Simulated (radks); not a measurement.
Results of a calculation; reference values are marked as such.
Coulomb parameter of the 4f shell of the thulium ion Tm2+ in the model configuration [Xe] 4f11.5 6p1.5, as a second difference U = [E(n + 1) + E(n - 1) - 2 E(n)] / (1)^2 with all orbitals relaxed. "Bare": the charge of the atom changes with n. "Screened": the 6p shell takes up the change at fixed total charge, which measures U(4f,4f) + U(6p,6p) - 2 U(4f,6p). Level of theory: scalar-relativistic Kohn-Sham, r2SCAN, spin-unpolarised, spherical densities, finite nucleus; meta-GGA in the generalised Kohn-Sham scheme; Fermi nuclear charge, rms radius 5.2256 fm (a radial shooting solver on a logarithmic mesh with Libxc functionals).

case             configuration  E - E(n) (eV)
start        [Xe] 4f11.5 6p1.5          0.000
bare +1      [Xe] 4f12.5 6p1.5        -24.750
bare -1      [Xe] 4f10.5 6p1.5         44.081
screened +1  [Xe] 4f12.5 6p0.5        -15.597
screened -1  [Xe] 4f10.5 6p2.5         25.490

U(bare) = 19.330 eV, U(screened by 6p) = 9.893 eV, against the Slater integral F0(4f,4f) = 34.695 eV with frozen orbitals.
